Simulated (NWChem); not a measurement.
System: C₅H₆; SMILES C1C(C1)C#C

```xyz
11

C     -0.2058     2.2751     0.0000
C      0.1513     1.1164     0.0000
C      0.5753    -0.2582     0.0000
C     -0.2248    -1.3025    -0.7456
C     -0.2248    -1.3025     0.7456
H     -0.5201     3.3020     0.0000
H      1.6623    -0.3942     0.0000
H     -1.1237    -0.9614    -1.2645
H      0.3387    -2.0773    -1.2718
H      0.3387    -2.0773     1.2718
H     -1.1237    -0.9614     1.2645
```
Atoms are numbered in this order, from 1.

Program: NWChem. Pople sets run with spherical d functions. Structure relaxed at the PBE0/def2-SVP level. B3LYP is NWChem's, with the RPA form of VWN correlation.

Task: Order these by “dipole (D)”, lowest first: B3LYP/6-31G*; B3LYP/STO-3G; B3LYP/def2-TZVP.

Result: B3LYP/STO-3G (0.65), B3LYP/6-31G* (0.84), B3LYP/def2-TZVP (0.98)
